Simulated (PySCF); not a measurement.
F₃Ga, SMILES [F][Ga-]([F])[F], charge -1, multiplicity 2. Coordinates come from a PBE-D3(BJ)/def2-SVPD optimisation.

Give the equilibrium geometry at PBE-D3(BJ)/def2-SVPD (PySCF confirms it by a frequency run) as a Z-matrix, and its point group. (An estimate is asked for; the answer gives what the named calculation found.)

point group C3v.
```
Ga
F 1 1.8630
F 1 1.8630 2 107.31
F 1 1.8630 2 107.31 3 -115.06
```
Charge -1, spin multiplicity 2.
